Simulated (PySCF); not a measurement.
Numbering as in the mapped SMILES `[CH3:1][SiH:2]1[O:3][C:4](=[O:5])[C:6](=[O:7])[O:8]1`. Hydrogens are named by the atom that carries them.

Relativity neglected, in vacuum, a single conformation, fast rotation and ring inversion assumed for equivalent nuclei. PBE0/pcSseg-1 with gauge-including orbitals; coordinates at the GFN2-xTB level; PySCF 2.14.

δ = σ(ref) − σ, references computed at the same level: 13C (186.93 ppm), 1H (31.72 ppm), 29Si (349.16 ppm) vs TMS; 17O (336.08 ppm) against H2O.

```tsv
atoms	nucleus	count	δ (ppm)
H(Si2)	1H	1	5.54
C4/C6	13C	2	156.7
H(C1)	1H	3	?
C1	13C	1	1.8
O5/O7	17O	2	469.8
O3/O8	17O	2	?
Si2	29Si	1	7.3
```

Task: Complete the table.

Result: 
- H(C1): 0.73 ppm, hydrogen on a methyl carbon bonded to Si; an electropositive neighbour shields it, as in TMS itself
- O3/O8: 210.7 ppm, oxygen bonded to C, Si, in a 5-membered ring

Shifts are as computed. Against solution values, carbons near 30 ppm lie about +3 ppm off and those near 130 ppm about +5 ppm. Of 1211 compounds with measured shifts, 218 miss one by over three times the rms of a fit or turn the order of signals round; such compounds aren't used in these exercises. Unscaled 17O shifts of doubly bonded oxygen tend to come out too high, by tens of ppm or more. Experimental scales use liquid or dissolved standards, which lie at an offset from isolated H2O (liquid H2O: subtract about 36 ppm).
